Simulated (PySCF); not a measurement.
# He (helium, neutral) across methods

1s2, closed-shell 1S. All numbers are calculated (PySCF 2.14, scalar relativity by spin-free X2C-1e, in x2c-TZVPPall with one added diffuse shell each of s, p type (4s3p1d, 18 functions)).

```
method  E (hartree)  mean ε 1s (eV)  Σ⟨r²⟩ (bohr²)   ⟨S²⟩
   UHF     -2.86011         -24.971          2.379  0.000
   LDA      -2.8334         -15.520          2.579  0.000
  BLYP      -2.9055         -15.910          2.517  0.000
  PBE0      -2.8937         -18.217          2.464  0.000
r2SCAN      -2.9034         -16.536          2.445  0.000
  PW91      -2.8986         -15.861          2.509  0.000
 B3LYP      -2.9137         -18.000          2.479  0.000
   PBE      -2.8914         -15.760          2.514  0.000
 wB97X      -2.9029         -20.900          2.455  0.000
```
